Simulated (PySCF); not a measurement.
# Basis and Hamiltonian dependence of the excitation energy of Bi²⁺

Bi²⁺ [Xe] 4f14 5d10 6s2 6p1 (2P) → Bi²⁺ [Xe] 4f14 5d10 6s1 6p1 7s1 (4P). All values are computed (PySCF 2.14, energy differences of UHF-based or UKS calculations, no spin-orbit coupling). Values in eV.

```
                                                                               basis    Hamiltonian  functions     UHF     PBE    PBE0  MP2 (valence)  CCSD(T) (valence)
                                                      aug-cc-pwCVDZ-PP with ECP60MDF            ECP         48  18.952  20.696  20.493         19.465             19.618
         aug-cc-pVTZ-PP with one added diffuse shell each of d, f type with ECP60MDF            ECP         67  18.890  20.619  20.414         19.436             19.575
                                                                        ANO-RCC-VTZP  spin-free X2C         93  19.267  20.887  20.694         19.840             19.978
                                                      aug-cc-pwCVTZ-PP with ECP60MDF            ECP         96  18.878  20.609  20.403         19.477             19.604
aug-cc-pVQZ-PP with one added diffuse shell each of s, p, d, f, g type with ECP60MDF            ECP        117  18.869  20.602  20.396         19.481                n/a
                                                                     aug-cc-pVQZ-DK3  spin-free X2C        118  18.876     n/a     n/a         19.478             19.599
                                                                   aug-cc-pwCVTZ-DK3  spin-free X2C        125  18.875  20.601  20.388         19.469             19.595
```

Frozen in the all-electron rows: valence: [Xe] 4f14 5d10; with a core potential, the same shells as far as they lie outside it.

At CCSD(T) (valence), ANO-RCC-VTZP lies more than 0.3 eV from the median of the rows with comparable relativity. Of these, ANO-RCC-VTZP has no diffuse functions of the l that the added or promoted electron needs.
